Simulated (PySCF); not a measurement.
Isomers of C7H15P, mass 130.091 u with the commonest isotopes. Method: PBE0/pcSseg-1 in PySCF (dipole) on a GFN2-xTB geometry, gas phase. One conformer each, none proved a minimum here; rigid rotors.

Question: Order these by out-of-plane moment Σ m c² = (Ia + Ib − Ic)/2, largest first.
A. `[CH3:1][C:2]([CH3:3])([CH3:4])[CH2:5][P:6]1[CH2:7][CH2:8]1` with C2–C5–P6–C7 -158°
B. `[CH3:1][CH2:2][CH2:3][P:4]1[C@@H:5]([CH3:6])[C@@H:7]1[CH3:8]` with C1–C2–C3–P4 62°, C2–C3–P4–C5 138°
C. `[CH3:1][CH2:2][CH2:3][PH:4][CH:5]1[CH2:6][CH2:7][CH2:8]1` with C1–C2–C3–P4 179°, C2–C3–P4–C5 166°, C3–P4–C5–C6 -177°, P4–C5–C6–C7 -129°, C5–C6–C7–C8 11°, C6–C7–C8–C5 -11°, P4–C5–C8–C7 129°
D. `[CH3:1][CH2:2][P:3]([CH2:4][CH3:5])[CH:6]1[CH2:7][CH2:8]1` with C1–C2–P3–C4 176°, C2–P3–C4–C5 -176°, C2–P3–C6–C7 -165°
E. `[CH2:1]=[CH:2][P:3]([CH3:4])[CH2:5][CH2:6][CH2:7][CH3:8]` with C1–C2–P3–C4 -133°, C2–P3–C5–C6 -75°, P3–C5–C6–C7 -179°, C5–C6–C7–C8 179°

Answer: A (72.72 u·Å²), B (43.67 u·Å²), E (30.57 u·Å²), D (26.79 u·Å²), C (23.63 u·Å²).

Question: Order these by rotational constant C, largest first.
A. `[CH3:1][CH2:2][CH2:3][P:4]1[C@@H:5]([CH3:6])[C@@H:7]1[CH3:8]` with C1–C2–C3–P4 62°, C2–C3–P4–C5 138°
B. `[CH3:1][CH2:2][CH2:3][PH:4][CH:5]1[CH2:6][CH2:7][CH2:8]1` with C1–C2–C3–P4 179°, C2–C3–P4–C5 166°, C3–P4–C5–C6 -177°, P4–C5–C6–C7 -129°, C5–C6–C7–C8 11°, C6–C7–C8–C5 -11°, P4–C5–C8–C7 129°
C. `[CH3:1][CH2:2][P:3]([CH2:4][CH3:5])[CH:6]1[CH2:7][CH2:8]1` with C1–C2–P3–C4 176°, C2–P3–C4–C5 -176°, C2–P3–C6–C7 -165°
D. `[CH2:1]=[CH:2][P:3]([CH3:4])[CH2:5][CH2:6][CH2:7][CH3:8]` with C1–C2–P3–C4 -133°, C2–P3–C5–C6 -75°, P3–C5–C6–C7 -179°, C5–C6–C7–C8 179°
E. `[CH3:1][C:2]([CH3:3])([CH3:4])[CH2:5][P:6]1[CH2:7][CH2:8]1` with C2–C5–P6–C7 -158°

Answer: E (963.0 MHz), C (895.6 MHz), A (857.6 MHz), D (657.0 MHz), B (631.2 MHz).

Question: Order these by radius of gyration √(Σ m r²/M), smallest first.
A. `[CH3:1][CH2:2][CH2:3][PH:4][CH:5]1[CH2:6][CH2:7][CH2:8]1` with C1–C2–C3–P4 179°, C2–C3–P4–C5 166°, C3–P4–C5–C6 -177°, P4–C5–C6–C7 -129°, C5–C6–C7–C8 11°, C6–C7–C8–C5 -11°, P4–C5–C8–C7 129°
B. `[CH3:1][C:2]([CH3:3])([CH3:4])[CH2:5][P:6]1[CH2:7][CH2:8]1` with C2–C5–P6–C7 -158°
C. `[CH2:1]=[CH:2][P:3]([CH3:4])[CH2:5][CH2:6][CH2:7][CH3:8]` with C1–C2–P3–C4 -133°, C2–P3–C5–C6 -75°, P3–C5–C6–C7 -179°, C5–C6–C7–C8 179°
D. `[CH3:1][CH2:2][CH2:3][P:4]1[C@@H:5]([CH3:6])[C@@H:7]1[CH3:8]` with C1–C2–C3–P4 62°, C2–C3–P4–C5 138°

Answer: B (2.143 Å), D (2.206 Å), C (2.480 Å), A (2.517 Å).

```tsv
SMILES	point group	Ia (u·Å²)	Ib (u·Å²)	Ic (u·Å²)	κ	μa (D)	μb (D)	μc (D)
CCCP1[C@@H](C)[C@@H]1C	C1	174.80	501.81	589.26	-0.85	0.21	1.11	0.93
CC(C)(C)CP1CC1	C1	156.84	513.39	524.79	-0.98	0.27	0.94	0.69
C=CP(C)CCCC	C1	192.90	637.48	769.24	-0.86	0.24	0.08	1.13
CCCPC1CCC1	C1	104.65	743.26	800.65	-0.98	0.09	0.83	0.99
CCP(CC)C1CC1	Cs	277.48	340.41	564.31	0.27	0.00	0.00	1.24
```
